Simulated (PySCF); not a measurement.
ZrF3, SMILES [F][Zr]([F])[F] (connectivity only; charge and spin as stated), neutral, multiplicity 2.

Geometry optimised at B3LYP-D3(BJ)/def2-TZVP. The spin state was assumed, not searched. The isomer is the one that the SMILES or the coordinates give; other isomers of the formula were not compared. The def2 effective core potentials stand for the cores of Zr; spin–orbit coupling is left out.

Calculation: PBE0/def2-TZVPD (PySCF).

The molecule is in vacuum.

Estimate the frontier levels, dipole moment and polarisability. (An estimate is asked for; the answer gives what the named calculation found.)


| Property | Result |
|---|---|
| α spin, highest occupied and lowest empty level | -6.00 and -1.90 eV |
| β spin, highest occupied and lowest empty level | -11.78 and -2.41 eV |
| dipole moment | 0.00 D |
| quadrupole, principal values (traceless, Buckingham form, about the centre of nuclear charge) | -4.04, -4.04, 8.08 D·Å |
| mean static polarisability | 46.4 bohr³ (6.87 Å³) |
| polarisability, principal values | 39.4, 39.4, 60.3 bohr³ |
| ⟨S²⟩ | 0.752 (pure state 0.75) |
